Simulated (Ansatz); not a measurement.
ClHZn (`[Cl][ZnH]`), relaxed with RKS PBE-D4/def2-SVP in Ansatz 0.2.0 from a rough embedded geometry. The force threshold is 0.03 eV/Å; the program also tests the step.

Charge 0, multiplicity 1.

Start:

```xyz
3

Cl   -0.009   -0.906   -1.724
Zn   -0.096    0.156    0.076
H     0.105    0.750    1.649
```

Task: How much energy does the relaxation release, and in how many steps? (Estimate.)

Result: Computed: 0.19 eV, in 2 steps.

Task: Which bonds change most? (Best estimate.)

Result: The calculation gave: Zn2–H3 from 1.694 to 1.525 Å; Cl1–Zn2 from 2.091 to 2.117 Å.

Task: Give the relaxed structure. (Estimate.)

Result: Computed: 
```xyz
3

Cl   -0.045   -0.859   -1.716
Zn   -0.004    0.097    0.173
H     0.048    0.762    1.544
```
